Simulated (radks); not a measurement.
The numbers below are computed, except where a source is named.
Question: The mean radii <r> (bohr) of the occupied orbitals of an atom or ion are listed with their occupations. Code: a radial shooting solver on a logarithmic mesh with Libxc functionals. Model: Dirac Kohn-Sham, relativistic LDA (MacDonald-Vosko exchange, VWN5 correlation), spin-unpolarised, spherical densities, finite nucleus; Fermi nuclear charge, rms radius of each element as measured or else 0.836 A^(1/3) + 0.57 fm.

orbital  occ.      <r>
1s1/2       2  0.02371
2s1/2       2  0.09929
2p1/2       2  0.08303
2p3/2       4  0.08913
3s1/2       2   0.2394
3p1/2       1   0.2260

Name the element and its charge. Open shells, if any, fill j = l - 1/2 first.

Answer: Z = 60, neodymium, charge +47: Nd47+ in [Ne] 3s2 3p1. The 1s radius gives Z: for a bare nucleus <r> = (2 gamma + 1)/(2Z) with gamma = sqrt(1 - (Z/c)^2), 0.02332 bohr for Z = 60, and screening makes it slightly larger (0.02371 here). The occupations add up to 13, and the charge is Z minus that.
